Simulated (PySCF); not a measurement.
Mg(Cl)(SiH3) (ClH3MgSi), SMILES [Mg]([Cl])[SiH3].

Geometry: PBE0-D3(BJ)/def2-TZVP.

Calculation: HF/def2-TZVPD (PySCF).

Symmetry labels are those of the subgroup Cs that the program uses (full group C3v).

Q: List the valence orbital energies around the gap with their symmetry. (Estimate from the structure and the level; the computed values follow.)

A: 
```csv
orbital,symmetry,energy (eV)
HOMO−7,A',-28.19
HOMO−6,A',-19.18
HOMO−5,A',-13.12
HOMO−4,A",-12.94
HOMO−3,A',-12.94
HOMO−2,A',-11.91
HOMO−1,A",-11.91
HOMO,A',-9.76
LUMO,A',0.82
LUMO+1,A',0.85
LUMO+2,A",0.85
LUMO+3,A',1.90
```
